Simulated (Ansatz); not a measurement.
Total energies of C2H10O5Si2 (`CO[SiH](C)O[Si](O)(O)O`).

Z-matrix (Å, degrees):
```
C
O 1 1.408
H 1 1.097 2 111.6
H 1 1.091 2 108.4 3 -119.4
H 1 1.095 2 111.2 3 121.3
Si 2 1.635 1 123.1 3 -50.0
O 6 1.644 2 108.3 1 -61.9
C 6 1.846 2 107.8 1 177.9
H 6 1.488 2 109.2 1 54.8
Si 7 1.616 6 142.6 2 173.4
H 8 1.093 6 109.9 2 175.4
H 8 1.093 6 110.6 2 55.8
H 8 1.092 6 111.0 2 -64.4
O 10 1.629 7 114.5 6 -85.9
O 10 1.634 7 108.9 6 155.8
O 10 1.632 7 105.6 6 32.3
H 14 0.958 10 116.5 7 -87.2
H 15 0.958 10 117.0 7 -38.7
H 16 0.958 10 116.8 7 -167.1
```

Total charge 0; spin multiplicity 1. The geometry is a stationary point of PBE0-D4/def2-TZVP. It is one conformer, not always the lowest. Basis def2-TZVPP, the Gaussian-basis code of Ansatz.

RPA on PBE orbitals: Hartree–Fock energy of these orbitals -1034.21189 Eh, correlation -2.78368 Eh (frozen core).

```csv
functional,energy without D4 (Eh),D4 term (kJ/mol)
LDA (SPW92),-1032.13144,–
PBE,-1037.06794,-47.7
revPBE,-1037.59098,-138.1
BLYP,-1037.76930,-102.1
r2SCAN,-1037.61396,-13.0
B97M-V,-1037.63548,–
PBE0,-1037.14520,-41.0
B3LYP,-1037.93789,-75.8
r2SCANh,-1037.58621,-13.8
r2SCAN0,-1037.54661,-15.2
HSE06 (plane-wave form),-1037.11065,-38.3
BHLYP,-1037.67087,-58.2
CAM-B3LYP,-1037.75386,-41.8
LC-ωPBE,-1037.44612,–
ωB97X-V,-1037.65326,–
ωB97M-V,-1037.70788,–
B2PLYP,-1037.34582,–
PBE-QIDH,-1036.93124,–
```

B3LYP takes the VWN-RPA correlation (the form of Gaussian; ORCA's B3LYP/G). HSE06 is the plane-wave form, built on full-range PBE exchange. The double hybrids freeze the cores in their second-order part.

LC-ωPBE has ω = 0.4 bohr⁻¹.
